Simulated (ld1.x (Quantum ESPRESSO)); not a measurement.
How hard is this Co TM potential?

Co, norm-conserving Troullier–Martins (Kleinman–Bylander form), made with ld1.x (Quantum ESPRESSO) 7.5 (PBEsol, scalar-relativistic). Core [Ar], reference 3d7 4s2 4p0. Waves: 4p (bound, empty): rc 2.80 bohr; 3d (bound): rc 1.80 bohr; 4s (bound): rc 2.00 bohr. Local part: the s channel. Core correction: none.

The pseudo-atom Hamiltonian at the reference potential is diagonalised in spherical Bessel functions j_l(qr) that vanish at 20 bohr, with q² up to the cutoff. All-electron valence levels (Ry): 4p -0.0917, 3d -0.6049, 4s -0.4034.

Question: How do the lowest levels (Ry) of each channel move with the cutoff, and are there ghosts?

Answer:

```json
{"cutoff (Ry)": "8", "p #1": "-0.0911", "d #1": "0.0622", "d #2": "0.1466", "s #1": "-0.3994", "f #1": "0.1126", "f #2": "0.2394", "Σ f·Δε (mRy)": "4677.6"}
{"cutoff (Ry)": "15", "p #1": "-0.0916", "d #1": "0.0622", "d #2": "0.1464", "s #1": "-0.4011", "f #1": "0.1126", "f #2": "0.2394", "Σ f·Δε (mRy)": "4673.8"}
{"cutoff (Ry)": "30", "p #1": "-0.0916", "d #1": "0.0615", "d #2": "0.1424", "s #1": "-0.4033", "f #1": "0.1126", "f #2": "0.2394", "Σ f·Δε (mRy)": "4664.8"}
{"cutoff (Ry)": "45", "p #1": "-0.0917", "d #1": "-0.2171", "d #2": "0.0649", "s #1": "-0.4034", "f #1": "0.1126", "f #2": "0.2394", "Σ f·Δε (mRy)": "2714.2"}
{"cutoff (Ry)": "60", "p #1": "-0.0917", "d #1": "-0.5484", "d #2": "0.0638", "s #1": "-0.4034", "f #1": "0.1126", "f #2": "0.2394", "Σ f·Δε (mRy)": "395.1"}
{"cutoff (Ry)": "90", "p #1": "-0.0917", "d #1": "-0.6043", "d #2": "0.0637", "s #1": "-0.4034", "f #1": "0.1126", "f #2": "0.2394", "Σ f·Δε (mRy)": "4.2"}
{"cutoff (Ry)": "140", "p #1": "-0.0917", "d #1": "-0.6047", "d #2": "0.0637", "s #1": "-0.4034", "f #1": "0.1126", "f #2": "0.2394", "Σ f·Δε (mRy)": "1.1"}
{"cutoff (Ry)": "200", "p #1": "-0.0917", "d #1": "-0.6049", "d #2": "0.0637", "s #1": "-0.4034", "f #1": "0.1126", "f #2": "0.2394", "Σ f·Δε (mRy)": "0.0"}
{"cutoff (Ry)": "400", "p #1": "-0.0917", "d #1": "-0.6049", "d #2": "0.0637", "s #1": "-0.4034", "f #1": "0.1126", "f #2": "0.2394", "Σ f·Δε (mRy)": "0.0"}
```

Result: no extra level below or beside the all-electron valence levels (p, d, s, f tested); 10 mRy is reached at 90 Ry and 1 mRy at 160 Ry.
